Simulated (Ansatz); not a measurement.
Total energies of Ga(H2O)H3 (GaOH5) from Ansatz at PBE0-D4/def2-TZVP, gas phase (1 Eh = 27.2114 eV = 2625.5 kJ/mol). The reference geometry is relaxed at r2SCAN-D4/def2-TZVP.

```json
{"state": "charge 0 singlet", "geometry": "reference", "energy (Eh)": "-2002.76321"}
{"state": "charge 1 doublet", "geometry": "reference", "energy (Eh)": "-2002.38977"}
{"state": "charge 1 doublet", "geometry": "relaxed at r2SCAN-D4/def2-TZVP", "energy (Eh)": "-2002.42856"}
{"state": "free Ga atom (doublet)", "geometry": "–", "energy (Eh)": "-1924.55212"}
{"state": "free O atom (triplet)", "geometry": "–", "energy (Eh)": "-75.01860"}
{"state": "free H atom (doublet)", "geometry": "–", "energy (Eh)": "-0.50104"}
```

Work out the vertical ionisation energy to the doublet.

E(charge 1 doublet) − E(charge 0 singlet) = -2002.38977 − (-2002.76321) = 0.37344 Eh = 10.16 eV. For comparison, −ε of the highest occupied level is 7.73 eV at this level, 2.43 eV less.

How much does the charge 1 doublet relax, and what is the adiabatic ionisation energy?

Relaxation: -2002.38977 − (-2002.42856) = 0.03879 Eh = 1.06 eV. Adiabatic ionisation energy: 0.33465 Eh = 9.11 eV, without zero-point energy. 

What is the binding energy per atom against free atoms?

Atoms: 1 × (-1924.55212) + 1 × (-75.01860) + 5 × (-0.50104) = -2002.07592 Eh. Binding: -2002.07592 − (-2002.76321) = 0.68729 Eh = 18.70 eV, or 2.67 eV for each of 7 atoms (no zero-point energy, no counterpoise term).
